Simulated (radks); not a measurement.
Values are calculated unless marked as measured or tabulated.
Spherical quantum dot in the effective-mass picture: electrons in a well V = -V0 / (1 + exp((r - R)/a)) with V0 = 12.8, R = 2.27, a = 0.25, all in effective atomic units (hartree* = m*/eps^2 hartree, bohr* = eps/m* bohr), one dielectric constant everywhere. Level of theory: non-relativistic Kohn-Sham, PBE, spin-polarised, spherical densities (a radial shooting solver with Libxc functionals). Levels are named by radial order and angular momentum (1s, 1p, 1d, 2s, ...), and open shells are averaged over m. Results are scaled to m* = 0.058 and eps = 13.2, for which hartree* = 9.058 meV and bohr* = 12.04 nm.

N = 8, configuration 1s2 1p6. This is the lowest configuration that the search found. Occupied and some empty levels:

level,occupation,eigenvalue (meV),<r> (nm)
1s,2,-60.705,14.96
1p,6,-53.140,17.18
1d,0,-42.961,18.81
2s,0,-35.834,15.04
1f,0,-30.759,20.17

Energy (meV): total -617.569, kinetic 97.201, external -864.83, Hartree 188.92, exchange-correlation -38.861.
